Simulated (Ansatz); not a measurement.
Isomers of Si₆Ge⁻ (doublet), relaxed with PBE-D4/def2-SVPD; total energies from Ansatz at RPA@PBE/def2-TZVPD.

```tsv
isomer	description	energy (Eh)
A	point group not assigned; 9 × Si–Si 2.31 to 2.64 Å; 4 × Ge–Si 2.50 to 2.67 Å	-3810.35859
B	point group not assigned; 9 × Si–Si 2.37 to 2.59 Å; 4 × Ge–Si 2.53 to 2.68 Å	-3810.34749
C	point group not assigned; 9 × Si–Si 2.30 to 2.61 Å; 2 × Ge–Si 2.33 to 2.39 Å	-3810.30917
D	point group Cs; 7 × Si–Si 2.34 to 2.42 Å; 5 × Ge–Si 2.60 to 2.71 Å	-3810.34790
E	point group Cs; 10 × Si–Si 2.22 to 2.65 Å; 3 × Ge–Si 2.48 to 2.55 Å	-3810.32748
```

Correlated methods freeze 39 core orbitals; core or outer-core shells of Ge are correlated, in sets that lack core-valence functions.

The isomers come from a short search, and lower ones may exist.

Work out the relative energies (1 Eh = 2625.5 kJ/mol) and the Boltzmann populations at 298 K from electronic energies alone (R = 8.314 J/mol/K).

ΔE: A 0.0, B 29.1, C 129.8, D 28.1, E 81.7 kJ/mol. RT = 2.48 kJ/mol. Factors exp(−ΔE/RT): A 1, B 8.02e-06, C 1.86e-23, D 1.2e-05, E 4.93e-15; sum 1.000. Populations: A 100.0 %, B 0.0 %, C 0.0 %, D 0.0 %, E 0.0 %. Zero-point energy, vibrational entropy and symmetry numbers are left out and can shift these; an error of 4 kJ/mol changes a ratio by a factor of 5.0. Over the other density-functional and correlated levels in def2 sets, the gap between A and D ranges from 23 to 28 kJ/mol.
